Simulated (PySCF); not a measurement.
Calculation: PySCF with ωB97X-D3(BJ)/def2-TZVPD // PBE0-D3(BJ)/def2-TZVPD. All species are isolated molecules in the gas phase. 

Reference species (SMILES): `[CH2-][GeH3]` (not the most acidic site) (charge -1, multiplicity 1).

HOMO: -1.75 eV

Changed species: `[GeH2-][CH3]` (proton removed from Ge2; the reference has proton removed from C1).

**Question.** Predict the effect on the HOMO.

**Answer.** the HOMO decreases by 0.29 eV, to -2.04 eV.
